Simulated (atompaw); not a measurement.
## What one change does to a pseudopotential (W, PAW (atompaw))

```
Element                 : tungsten
Generator               : atompaw 4.2.0.5
Type                    : PAW
Functional              : PBE
Relativity              : non-relativistic
Frozen core             : [Xe]
Valence charge          : 20
Reference configuration : 4f14 5d4 6s2 6p0
Partial waves           : 6s (bound): rc 3.00 bohr; 6s channel at 3.55 Ry: rc 3.00 bohr; 6p (bound, empty): rc 3.00 bohr; 6p channel at 0.35 Ry: rc 3.00 bohr; 5d (bound): rc 3.00 bohr; 5d channel at 0.5 Ry: rc 3.00 bohr; 4f (bound): rc 1.30 bohr; 4f channel at -0.75 Ry: rc 1.30 bohr
Local potential         : bessel scheme, radius 2.25 bohr
Core correction         : smooth core density matched at 2.40 bohr
Augmentation charge     : sinc compensation charge, radius 2.95 bohr; PAW radius 3.00 bohr; waves and projectors: custom rrkj gramschmidtortho
```

All-electron outer shells of the reference configuration (PBE, non-relativistic, ld1.x):

```json
{"shell": "5s", "level (eV)": "-65.03", "outermost node (bohr)": "0.58", "outermost maximum (bohr)": "1.05"}
{"shell": "4f", "level (eV)": "-41.90", "outermost node (bohr)": "–", "outermost maximum (bohr)": "0.42"}
{"shell": "5p", "level (eV)": "-40.76", "outermost node (bohr)": "0.59", "outermost maximum (bohr)": "1.13"}
{"shell": "5d", "level (eV)": "-5.80", "outermost node (bohr)": "0.63", "outermost maximum (bohr)": "1.47"}
{"shell": "6s", "level (eV)": "-4.75", "outermost node (bohr)": "1.41", "outermost maximum (bohr)": "2.95"}
{"shell": "6p", "level (eV)": "-1.49", "outermost node (bohr)": "1.59", "outermost maximum (bohr)": "3.84"}
```

Change: core [Kr] 4d10 4f14, valence charge 14; reference 5s2 5p6 5d4 6s1.5 6p0; waves now 5s (bound): rc 1.95 bohr; 6s (bound): rc 1.65 bohr; 5p (bound): rc 1.35 bohr; 6p (bound): rc 2.75 bohr; 5d (bound): rc 2.75 bohr; 5d channel at 2.25 Ry: rc 2.75 bohr; local potential bessel scheme, radius 2.30 bohr; core correction smooth core density matched at 2.35 bohr; augmentation sinc compensation charge, radius 2.10 bohr; PAW radius 2.75 bohr; waves and projectors: custom rrkj gramschmidtortho.

Cutoffs: the cutoffs (Ry, on a coarse ladder) from which the occupation-weighted sum of valence levels, in a spherical-Bessel basis at the reference potential, stays within 10 and 1 mRy of its value at 400 Ry; they do not see the model core or the augmentation charge, which bear on the density cutoff.

What does the change do?

The potential gets softer (110 Ry and 180 Ry → 40 Ry and 80 Ry); neither file shows a bound ghost. The shells moved into the core no longer need plane waves of their own. Several settings change at once here, so the effects cannot be laid on one of them.

```json
{"quantity": "cutoff, loose", "base": "110 Ry", "changed": "40 Ry"}
{"quantity": "cutoff, tight", "base": "180 Ry", "changed": "80 Ry"}
{"quantity": "bound ghosts", "base": "none", "changed": "none"}
{"quantity": "lowest overlap eigenvalue by channel", "base": "s 0.68, p 0.60, d 0.14, f 0.99", "changed": "s 0.29, p 0.49, d 0.85"}
```

 The cutoffs see the waves, projectors and local potential, not the compensation charge or the core.
